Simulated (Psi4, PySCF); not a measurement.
C$_{5}$H$_{9}$O (SMILES [CH2]CCC(C)=O), doublet, at a GFN2-xTB geometry, atoms displaced at random by about 0.08 Å a coordinate. Base run: TPSS/STO-3G, gradient (PySCF).

PySCF was given this input:
```python
from pyscf import gto, scf, dft

mol = gto.Mole()
mol.atom = '''
    C     2.607327   -0.634828   -0.134289
    C     1.221860   -0.029232   -0.501175
    C     0.447891   -0.249441    0.672642
    C    -1.041864    0.356366    0.252547
    C    -1.993962   -0.684159   -0.380987
    O    -1.336239    1.402576    0.385654
    H     3.388039    0.089479    0.533198
    H     2.841928   -1.548005   -0.355612
    H     0.910844   -0.742842   -1.557422
    H     1.339808    1.065179   -0.733608
    H     0.352279   -1.317990    0.917122
    H     0.712449    0.383614    1.634268
    H    -2.745431   -0.230320   -0.731916
    H    -1.380243   -1.326000   -1.133053
    H    -2.395290   -1.421190    0.521776
'''
mol.basis = 'sto-3g'
mol.charge = 0
mol.spin = 1
mol.verbose = 4
mol.build()

mf = dft.UKS(mol)
mf.xc = 'tpss'
mf.kernel()
g = mf.nuc_grad_method()
grad = g.kernel()
```

Programs used: Psi4, PySCF; a row that names a program was run with it.

The coordinate followed is z of atom 3.

The base run was repeated with changes; each row names its change, and settings that it needs were set with it.

```
change                                                  dE/dx (Eh/bohr)  net force (Eh/bohr)
------------------------------------------------------  ---------------  -------------------
base                                                          -0.094025             0.000072
density fitting = on; auxbasis_response = off                 -0.093612             0.003680
finite difference step (bohr) = 1e-5; conv_tol = 1e-11        -0.094004                    -
code = psi4                                                   -0.094000             0.000098
finite difference step (bohr) = 0.05; conv_tol = 1e-11        -0.094131                    -
conv_tol = 1e-11                                              -0.094025             0.000072
finite difference step (bohr) = 1e-4; conv_tol = 1e-11        -0.094004                    -
grids.level = 1; grid_response = off                          -0.093960             0.000173
grids.level = 0; grid_response = off                          -0.091547             0.007214
conv_tol = 1e-4                                               -0.093954             0.000072
grid_response = on                                            -0.094004             0.000000
conv_tol = 1e-6                                               -0.094013             0.000072
```

The net force is zero for an exact gradient.

Open shells are given as the SCF converged; they aren't shown to be the lowest states, and a large step between rows can be another state.
